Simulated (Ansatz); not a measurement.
Input file for Ansatz (a first-principles code): R-CCSD(T)/aug-cc-pV(T+d)Z on C3H7NSi (SMILES N[C@H]1C=C[SiH2]1), atoms moved off the minimum. Files ending in .json are basis or fitting sets from the Basis Set Exchange.

Ansatz 0.2 input:
```yaml
crystal:
  periodic: [false, false, false]
  atoms:
    - {symbol: N, position_ang: [1.88085691, -0.44688305, 0.36270759]}
    - {symbol: C, position_ang: [0.40290541, -0.63445567, 0.10280811]}
    - {symbol: C, position_ang: [-0.57944158, -0.56643329, 1.06760853]}
    - {symbol: C, position_ang: [-1.39329111, 0.50466639, 0.57678393]}
    - {symbol: Si, position_ang: [-0.41038934, 0.55605437, -1.02664977]}
    - {symbol: H, position_ang: [2.37799318, -1.10802624, 0.98610772]}
    - {symbol: H, position_ang: [2.09059773, 0.47294116, 0.74793501]}
    - {symbol: H, position_ang: [0.55407606, -1.74687273, -0.32633252]}
    - {symbol: H, position_ang: [-0.52777691, -1.00720943, 2.04119593]}
    - {symbol: H, position_ang: [-2.34554269, 0.75313907, 1.09499137]}
    - {symbol: H, position_ang: [-1.12653023, 0.21379059, -2.32829591]}
    - {symbol: H, position_ang: [0.34819127, 1.95598154, -1.17477632]}
basis:
  gaussian:
    orbitals: aug-cc-pV_T+d_Z.json
magnetization: {spin_polarized: false}
correlation: {method: ccsd_t, electrons: outside_noble_gas}
scf: {lower_state_search: off}
output: {forces: true}
```

The log:

```
WARN ansatz: RAYON_NUM_THREADS=8 ignored (pool sized by the plan → 8); use --threads N
Functional definition: HF
these checks for a lower state are left out or cut short: starts, cluster_reference, orbital_swaps, neighbouring_geometries, increment
integrals: 6.49 GiB planned
2284 factors; integrals over basis functions are off by at most 1.1e-3 eV
3.17 GiB of device memory are held for the factors and their scratch space
mean field: 2.55 GiB planned
mean field evaluation 1: about -12539.5125 eV, gradient 4.5e1 eV
mean field evaluation 2: about -12539.6871 eV, gradient 4.5e1 eV
mean field evaluation 4: about -12544.9664 eV, gradient 4.7e0 eV
mean field evaluation 8: about -12545.0569 eV, gradient 3.4e-1 eV
mean field -12545.05760443 eV, -461.0223636173 hartree, gradient 3.0e-6 eV, S^2 0.000000; 0 other end points of the search recorded, 0 dependent functions left out; unrestricted orbitals would lower it
9 core orbitals not correlated
reference -12545.05760443 eV, -461.0223636173 hartree; 14, 14 occupied and 377, 377 virtual orbitals, 2284 factors
densities: 58.96 GiB planned
second order -23.02197229 eV of doubles, -0.00000000 eV of singles
coupled cluster: 44.13 GiB planned
cycle   1  -23.27201027 eV  change   -2.5e-1 eV  update   1.1e-1
cycle   2  -23.91962154 eV  change   -6.5e-1 eV  update   3.5e-2
cycle   3  -24.05639508 eV  change   -1.4e-1 eV  update   1.7e-2
cycle   4  -24.04741368 eV  change    9.0e-3 eV  update   5.0e-3
cycle   5  -24.04663813 eV  change    7.8e-4 eV  update   2.5e-3
cycle   6  -24.04773437 eV  change   -1.1e-3 eV  update   7.2e-4
cycle   7  -24.04742320 eV  change    3.1e-4 eV  update   3.3e-4
cycle   8  -24.04731547 eV  change    1.1e-4 eV  update   1.2e-4
cycle   9  -24.04735103 eV  change   -3.6e-5 eV  update   6.1e-5
cycle  10  -24.04735457 eV  change   -3.5e-6 eV  update   2.6e-5
cycle  11  -24.04733722 eV  change    1.7e-5 eV  update   1.2e-5
cycle  12  -24.04734559 eV  change   -8.4e-6 eV  update   6.0e-6
perturbative correction -1.17417057 eV, -0.0431499726 hartree
the calculation of the forces begins
mean field evaluation 16: about -12544.8685 eV, gradient 9.2e-1 eV
3.17 GiB of device memory are held for the factors and their scratch space
Total energy: -12570.27912059 eV, -461.9492372404 hartree
Atom 0 at     1.880857    -0.446883     0.362708 Å, force     0.359417     0.760516     0.577810 eV/Å
Atom 1 at     0.402905    -0.634456     0.102808 Å, force     6.925475    -5.716691    -3.754402 eV/Å
Atom 2 at    -0.579442    -0.566433     1.067609 Å, force    -3.773029     4.287366     1.458415 eV/Å
Atom 3 at    -1.393291     0.504666     0.576784 Å, force    -0.780648    -2.391028     1.911046 eV/Å
Atom 4 at    -0.410389     0.556054    -1.026650 Å, force    -0.597775     2.684335    -0.540044 eV/Å
Atom 5 at     2.377993    -1.108026     0.986108 Å, force    -1.048491     0.156808    -0.464632 eV/Å
Atom 6 at     2.090598     0.472941     0.747935 Å, force    -0.202407     0.035420    -0.042928 eV/Å
Atom 7 at     0.554076    -1.746873    -0.326333 Å, force    -1.038849     1.853942     0.414046 eV/Å
Atom 8 at    -0.527777    -1.007209     2.041196 Å, force    -0.373436    -0.451602     0.499242 eV/Å
Atom 9 at    -2.345543     0.753139     1.094991 Å, force     0.671287     0.250336    -0.563973 eV/Å
Atom 10 at    -1.126530     0.213791    -2.328296 Å, force     0.495292     0.004972     0.582477 eV/Å
Atom 11 at     0.348191     1.955982    -1.174776 Å, force    -0.636836    -1.474373    -0.077058 eV/Å
Dipole moment:    -0.061251    -0.113297     0.221787 e Å
Checks for a lower state left out: starts, cluster_reference, orbital_swaps, neighbouring_geometries, increment
```

The run converged.
